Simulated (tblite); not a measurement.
**Question.** Write Cartesian coordinates for `COc1cccc([O])c1` [radical] as optimised with GFN2-xTB. (Doublet state.)

**Answer.** 
```xyz
16
C7H7O2 angstrom
C      2.644    0.448    0.602
O      1.746   -0.629    0.461
C      0.429   -0.353    0.297
C     -0.401   -1.488    0.162
C     -1.774   -1.347   -0.013
C     -2.350   -0.108   -0.059
C     -1.545    1.095    0.075
O     -2.048    2.224    0.037
C     -0.122    0.903    0.255
H      2.638    1.090   -0.285
H      2.411    1.048    1.486
H      3.629   -0.002    0.717
H      0.062   -2.461    0.196
H     -2.383   -2.234   -0.113
H     -3.412    0.024   -0.195
H      0.470    1.800    0.351
```

Orientation and origin are arbitrary. Atoms count from 1 in this order. The 6 C–C bonds span 1.368 Å (C5–C6, aromatic) to 1.454 Å (C6–C7, aromatic), a spread of 0.086 Å. C4 (carbon bonded to 2 C and H) is planar (angles 121.3°, 120.7° and 118.1°, sum 360.0°, 0.00 Å off the plane of its three neighbours). The 6-membered ring C3–C4–C5–C6–C7–C9 has internal angles of 116.5° to 121.3°; it is planar, 0.00 Å rms from its mean plane, widest ring torsion 0°. Of the pairs four or more bonds apart, C1···H16 is among the closest relative to their van der Waals radii: 2.57 Å, 89 % of the sum of Bondi's values.

Bonds between heavy atoms (Å): C1–O2 1.410, O2–C3 1.356, C3–C4 1.412, C4–C5 1.392, C5–C6 1.368, C6–C7 1.454, C7–O8 1.237, C7–C9 1.447, C3–C9 1.372.

Structure optimised with GFN2-xTB, isolated species. This method treats the open shell by occupation alone, without spin polarisation.

Point group: Cs (every atom within 0.08 Å of its image). Its GFN2-xTB frequencies are all real (lowest 103 cm⁻¹). Torsions: C1–O2–C3–C4 180°. 2 starts were optimised and ended at 0.00 and 1.78 kcal/mol (GFN2-xTB); the lowest of these is shown.

One conformer stands for the species.

These are computed values.
